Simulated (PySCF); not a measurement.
Molecule: C7H13O, SMILES C[CH]CCCC(C)=O, doublet. Atoms near the plane z = 1.5 Å, at the GFN2-xTB optimised geometry (x, y, z in Å): C5 (-0.3, 0.8, 0.0), C6 (-0.8, 0.2, 1.3), C7 (0.1, 0.5, 2.5), O8 (-1.8, -0.4, 1.4), H17 (0.8, 0.8, 0.0), H18 (-0.6, 1.9, 0.0), H20 (0.4, 1.5, 2.5), H21 (1.0, -0.1, 2.4).

Level of theory: unrestricted PBE0/def2-SVP in PySCF 2.14.0. Cells within 0.4 Å of a nucleus heavier than hydrogen are left out (blank, or x). The values are rescaled to run from 0 to 1.

```
|0000000000000000000000000000000|
|0000000000000000000000000000000|
|0000000000000000000000000000000|
|0000000000000000000000000000000|
|0000000000000111110000000000000|
|0000000000011122221100000000000|
|0000000001122223332210000000000|
|0000000011223333433221000000000|
|0000000122334444444321000000000|
|0000001233444555554432100000000|
|0000012344556665555432100000000|
|0000233455667776655432210000000|
|0001344566778877665443210000000|
|001245667788x887765543210000000|
|00234678888xxx88766544320000000|
|00245689999xx887665544321000000|
|0124578xxx998877655544320000000|
|0124579xxx987766555443210000000|
|0024578999877655444433210000000|
|0023567888765544333322100000000|
|0012456676654433222211000000000|
|0001344555543322111100000000000|
|0000123344332211000000000000000|
|0000011222211100000000000000000|
|0000000000000000000000000000000|
|0000000000000000000000000000000|
|0000000000000000000000000000000|
|0000000000000000000000000000000|
|0000000000000000000000000000000|
|0000000000000000000000000000000|
|0000000000000000000000000000000|
```
Scale: ten equal steps from 0.000 (start of '0') to 1.00 (end of '9'), in the order '0123456789'; x runs from -4.00 to 4.00, y from -4.00 (bottom) to 4.00 (top).

Q: Which quantity is mapped?
A. deformation density (molecule minus spherical neutral atoms)
B. Laplacian of the electron density
C. log10 of the electron density
D. an orbital amplitude

A: C, log10 of the electron density. In full: log10 of the electron density (e/bohr³), floored at −4.
